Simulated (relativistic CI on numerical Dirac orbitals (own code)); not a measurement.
## Hyperfine structure of Tb¹¹⁺, mass number 159

Computed by Dirac-Coulomb-Breit CI, separate exchange-only KLI orbitals for each configuration, a model potential for QED, unscaled Slater integrals (own radial code, finite nucleus).

Configuration list (outside the closed core [Kr] 4d10): 4f⁶5s², 4f⁵5s²5p, 4f⁷5s, 4f⁵5s²6s, 4f⁵5s²7s. Levels of other configurations are missing.

Nuclear spin I = 3/2, μ = 2.009 μN, Q = 1.432 b (tables of Stone and Pyykkö). The electronic factors are computed for point nuclear moments, without core polarisation or the Bohr-Weisskopf and QED corrections.

| Level | E (cm⁻¹) | A (MHz) | B (MHz) |
| --- | --- | --- | --- |
| 4f⁶5s² ⁷F1 | 569.6 | 306.6 | 719 |
| 4f⁶5s² ⁷F2 | 1563.1 | 393.6 | 764 |
| 4f⁶5s² ⁷F3 | 2834.8 | 494.5 | 414 |
| 4f⁶5s² ⁷F4 | 4276.2 | 598.7 | -262 |
| 4f⁶5s² ⁷F5 | 5811.3 | 701.5 | -1240 |
| 4f⁶5s² ⁷F6 | 7384.9 | 801.8 | -2500 |
| 4f⁶5s² ⁵D1 | 28320.2 | 358 | 199 |
| 4f⁶5s² ⁵D2 | 31965.3 | 499.1 | 73.3 |

Levels with J = 0, under 50 % of one LS term, or S terms without an open s electron are left out. Small factors come from cancelling terms and can be off by tens of per cent or more.

At this charge transitions that keep the count of f electrons are usually good to a few per cent. Terms inside the open d or f shell come out 10 to 20 % too wide with unscaled integrals. Levels and lines within the n = 5 or 6 shells can be off by up to 10 % or somewhat more, and those that change n by about 2 %, since core polarisation is missing. Levels that differ in their count of f electrons can be misplaced by several ten thousand cm⁻¹, since the correlation energy of f electrons is missing or only estimated; rates across such gaps can be off by orders of magnitude.

Problem. Give the hyperfine levels of 4f⁶5s² ⁷F1 relative to its centre of gravity.

Solution. With K = F(F + 1) − I(I + 1) − J(J + 1), E = AK/2 + B[¾K(K + 1) − I(I + 1)J(J + 1)]/[2I(2I − 1)J(2J − 1)]: F = 1/2: 132.8, F = 3/2: -1026, F = 5/2: 639.8 MHz.

LS names give the leading component of a level, which can be under half, so a name can repeat, a term be missing and a line seem to break the LS rules.
